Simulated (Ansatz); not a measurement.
A geometry relaxed with PBE0-D3(BJ)/def2-TZVP in Ansatz (a quantum-chemistry and plane-wave program), charge 0, multiplicity 1:

```xyz
7

H      2.4539    -0.0444     0.0299
C      0.0013     0.3982    -0.1892
B      1.3144    -0.3195     0.1566
B     -1.3165    -0.3162     0.1455
B     -0.0035    -1.0596     0.5038
H      0.0046     1.3799    -0.6557
H     -2.4542    -0.0384     0.0091
```

### Question
Write the SMILES of this molecule.

### Answer
`B1B2BC12`
